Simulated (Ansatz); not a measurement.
C$_{2}$H$_{9}$NSn, SMILES `[CH3][SnH]([CH3])[NH2]` at its PBE0-D4/def2-TZVP geometry, where that method's forces vanish. Total charge 0; spin multiplicity 1. Sn: def2 effective core potential.

```xyz
13

C    -1.4586   -0.8378    1.0221
Sn   -0.3271    0.2880   -0.3965
C     1.3187    1.2804    0.5618
N     0.2797   -1.0586   -1.8020
H    -2.2624   -1.3665    0.5097
H    -0.8151   -1.5680    1.5148
H    -1.8882   -0.1825    1.7806
H    -1.2915    1.4141   -1.2570
H     1.9175    1.8148   -0.1766
H     1.9521    0.5488    1.0658
H     0.9529    1.9948    1.3011
H     0.9924   -1.6987   -1.4749
H     0.6295   -0.6288   -2.6488
```

Question: What forces (eV/Å) does PBE-D4/def2-TZVPP give on these atoms in Ansatz? (Best estimate.)

Answer: Computed: 
```
C1  -0.039 -0.045  0.040
Sn2 -0.052  0.170  0.065
C3   0.058  0.046  0.047
N4  -0.296 -0.217 -0.110
H5  -0.151 -0.097 -0.096
H6   0.123 -0.135  0.091
H7  -0.076  0.127  0.137
H8  -0.105  0.111 -0.099
H9   0.107  0.097 -0.142
H10  0.114 -0.141  0.092
H11 -0.069  0.136  0.142
H12  0.253 -0.203  0.112
H13  0.132  0.150 -0.279
```
